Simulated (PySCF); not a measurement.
**Electronic structure of Fe (iron, neutral) at the UHF level**

Configuration: [Ar] 3d6 4s2, high-spin 5D determinant. Calculation: PySCF 2.14, in aug-cc-pwCVQZ; the non-relativistic Hamiltonian (point nucleus).

* Total energy: -1262.455447 hartree
* One-electron energy: -1744.5613 hartree
* Hartree (Coulomb) energy: 536.5309 hartree
* Exchange energy: -54.4250 hartree
* Kinetic energy: 1262.45769 hartree
* ⟨S²⟩: 6.0161
* ⟨L²⟩: 6.020
* Sum of ⟨r⟩: 21.87 bohr
* Sum of ⟨r²⟩: 41.25 bohr²
* Traceless quadrupole moment −½Σ⟨3z² − r²⟩ along its main axis: 0.222 e·bohr²
* Density at the nucleus (Gaussians lack the cusp): 11900 bohr⁻³
* Spin density at the nucleus: 0.000777 bohr⁻³
* Langevin diamagnetic susceptibility: -32.7 ×10⁻⁶ cm³/mol

```
shell  electrons  mean orbital energy (eV)  spread (eV)  rms radius, mean of both spins (bohr)
 1s β          1                   -7112.4            0                                 0.0685
 1s α          1                   -7112.4            0                                 0.0685
 2s α          1                   -870.70            0                                  0.292
 2s β          1                   -867.37            0                                  0.292
 2p α          3                   -747.60        0.895                                  0.262
 2p β          3                   -744.38        0.016                                  0.262
 3s α          1                   -118.32            0                                  0.879
 3s β          1                   -108.67            0                                  0.879
 3p α          3                   -80.476        2.008                                  0.940
 3p β          3                   -68.848        1.521                                  0.940
 3d α          5                   -18.694        2.374                                   1.22
 3d β          1                   -13.094            0                                   1.22
 4s α          1                    -7.549            0                                   3.52
 4s β          1                    -6.582            0                                   3.52
```

Spin-orbit constants ζ (cm⁻¹) from the X2C one-electron operator on these orbitals (non-relativistic here): bare nucleus, nucleus screened by l(l+1)(2l+1)/3 electrons, and screened by the Breit-Pauli mean field of the electrons.

```csv
shell,bare,screened nucleus,mean field
2p,67830,62610,n/a
3p,8185,7555,n/a
3d,773.2,475.8,n/a
```

To first order the Landé constant is A = -119.0 cm⁻¹, so the lowest level has J = 4 and lies 0.0590 eV below the centre of the term. This holds in LS coupling only.
